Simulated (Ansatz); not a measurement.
Total energies of `C[C](C)(C)[Ga]([F])[Cl]`.

| atom | x (Å) | y (Å) | z (Å) |
| --- | --- | --- | --- |
| C1 | 0.530 | -1.245 | -0.756 |
| C2 | -0.039 | -0.049 | 0.004 |
| C3 | -1.456 | 0.258 | -0.462 |
| C4 | -0.020 | -0.333 | 1.505 |
| Ga5 | 1.138 | 1.507 | -0.328 |
| F6 | 2.866 | 1.400 | -0.035 |
| Cl7 | 0.557 | 3.445 | -1.025 |
| H8 | -0.079 | -2.133 | -0.543 |
| H9 | 1.557 | -1.470 | -0.459 |
| H10 | 0.514 | -1.093 | -1.839 |
| H11 | -1.883 | 1.118 | 0.059 |
| H12 | -2.102 | -0.606 | -0.262 |
| H13 | -1.502 | 0.464 | -1.534 |
| H14 | -0.433 | 0.494 | 2.088 |
| H15 | -0.635 | -1.217 | 1.714 |
| H16 | 0.988 | -0.541 | 1.873 |

Charge 0, multiplicity 1. Correlated methods include outer-core shells of Ga, which these sets cover unevenly. Scalar relativity is left out up to krypton. The structure was optimised at the PBE0-D4/def2-TZVP level. Basis def2-TZVPP, the Gaussian-basis code of Ansatz.

RPA on PBE orbitals: Hartree–Fock energy of these orbitals -2639.03067 Eh, correlation -2.19898 Eh (frozen core).

```csv
functional,kind,energy without D4 (Eh),D4 term (kJ/mol)
LDA (SPW92),LDA,-2636.32366,–
PBE,GGA,-2642.16814,-41.0
revPBE,GGA,-2642.65403,-117.9
BLYP,GGA,-2642.92860,-88.0
r2SCAN,meta-GGA,-2642.79240,-10.7
B97M-V,meta-GGA with VV10,-2642.45338,–
PBE0,"global hybrid, 25 % exact exchange",-2642.27470,-35.1
B3LYP,"global hybrid, 20 %",-2643.04157,-65.6
r2SCANh,"meta-GGA hybrid, 10 %",-2642.76948,-11.4
r2SCAN0,"meta-GGA hybrid, 25 %",-2642.73733,-12.5
HSE06 (plane-wave form),screened hybrid,-2642.25254,-32.9
BHLYP,"global hybrid, 50 %",-2642.80469,-51.5
CAM-B3LYP,range-separated hybrid,-2642.98652,-35.9
LC-ωPBE,long-range corrected hybrid,-2642.44636,–
ωB97X-V,range-separated hybrid GGA with VV10,-2642.65172,–
ωB97M-V,range-separated hybrid meta-GGA with VV10,-2642.73054,–
B2PLYP,double hybrid,-2642.27296,–
PBE-QIDH,double hybrid,-2641.82899,–
```

B3LYP takes the VWN-RPA correlation (the form of Gaussian; ORCA's B3LYP/G). HSE06 is the plane-wave form, built on full-range PBE exchange. The double hybrids freeze the cores in their second-order part.

LC-ωPBE has ω = 0.4 bohr⁻¹.
